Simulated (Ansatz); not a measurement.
This geometry of BH2IS (5 atoms, charge 0, multiplicity 1) is a first-order saddle point.

Theory: RKS PBE0/def2-SVP (Ansatz).

```xyz
5
Properties=species:S:1:pos:R:3
S -1.110 -0.519 -0.842
B 0.402 -0.229 0.165
I 1.844 1.238 -0.353
H -1.802 0.388 -0.115
H 0.665 -0.877 1.145
```

Which two structures does it join? (They come from a converged band through this point; their orientation in space is the band's.)

No bond is made or broken. The dihedral H4–S1–B2–I3 goes from 0 to -180°.

Image 0:

```xyz
5
Properties=species:S:1:pos:R:3
S -1.125 -0.717 -0.514
B 0.445 -0.295 0.187
I 1.125 1.688 0.537
H -1.621 0.529 -0.691
H 1.176 -1.203 0.481
```

Image 10:

```xyz
5
Properties=species:S:1:pos:R:3
S -1.163 0.536 -0.491
B 0.383 -0.038 0.165
I 1.816 1.389 0.816
H -1.691 -0.683 -0.746
H 0.655 -1.203 0.257
```

How far does it lie above each of them?

17.2 kcal/mol above the first and 16.7 kcal/mol above the second. This is the barrier of this one path; another mechanism may lie lower.

The run took 3.5 min on 1 thread of Intel(R) Xeon(R) Platinum 8259CL CPU @ 2.50GHz (Skylake/Cascade Lake) (shared host), peak memory 0.16 GiB.
